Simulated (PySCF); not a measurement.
## Excitation energy of Ca by level of theory

Ca [Ar] 4s2 (1S) → Ca [Ar] 4p2 (3P), as a difference of total energies. All numbers are calculated (PySCF 2.14, the spin-free X2C one-electron Hamiltonian (Gaussian nucleus), in aug-cc-pwCVTZ-X2C (9s8p6d3f, 84 functions)). Correlated levels: valence: [Ar] frozen; valence and next inner shell: [Ne] frozen; nothing frozen. The calculations carry no spin-orbit coupling.

```tsv
method	excitation energy (cm⁻¹)
UHF	33677
LDA	37059
PBE	34781
PBE0	35349
r2SCAN	32965
HSE06	35338
BLYP	37056
PW91	34946
M06-L	35864
SCS-MP2 (valence)	38706
MP2 (valence and next inner shell)	40105
SCS-MP2 (valence and next inner shell)	41027
MP2 (all electrons)	40160
```

Estimate what MP2 (valence) gives.

37122 cm⁻¹, closest to LDA among the rows shown.

Estimate what SCS-MP2 (all electrons) gives.

41068 cm⁻¹, closest to SCS-MP2 (valence and next inner shell) among the rows shown.

Errors of the correlated levels include the incompleteness of this basis and the frozen core.

For comparison: 38508 cm⁻¹ (measured; NIST levels, between the centres of gravity of the two terms).
